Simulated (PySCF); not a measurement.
C₆ coefficients of unlike pairs at PBE0

Calculated with PySCF 2.14 from the dipole response of each species, C₆(A,B) = (3/π) ∫ α_A(iu) α_B(iu) du, in atomic units, from isotropic polarisabilities. For ions this is the dispersion term alone; charge-induced terms of lower order in 1/R come first.

| species | configuration | basis | relativity | α (bohr³) | C₆ (like pair) |
| --- | --- | --- | --- | --- | --- |
| Sc³⁺ | [Ar] (1S) | aug-cc-pwCVTZ (10s9p7d4f3g) | none | 2.147 | 5.680 |
| Mg⁺ | [Ne] 3s1 (2S) | x2c-QZVPPall with one added diffuse shell each of s, p, d, f type (10s7p6d3f) | spin-free X2C | 34.95 | 153.6 |
| Ga | [Ar] 3d10 4s2 4p1 (2P) | aug-cc-pV5Z-PP with ECP10MDF (8s7p6d4f3g2h) | core potential | 59.62 | 503.7 |
| Sn | [Kr] 4d10 5s2 5p2 (3P) | aug-cc-pVTZ-PP with one added diffuse shell each of d, f type with ECP28MDF (6s5p5d3f) | core potential | 58.80 | 633.8 |

(1) Estimate C₆ for Sn with Mg⁺.

No spin-orbit coupling is included.

The other pairs:

| pair | C₆ |
| --- | --- |
| Sn, Ga | 562.2 |
| Mg⁺, Sc³⁺ | 18.21 |
| Ga, Mg⁺ | 276.2 |
| Sn, Sc³⁺ | 43.70 |
| Ga, Sc³⁺ | 36.57 |

## Answers

(1) The integral gives 305.2. The combination rule 2 C_A C_B / (C_A α_B/α_A + C_B α_A/α_B) gives 306.6 and the geometric mean 312.0.
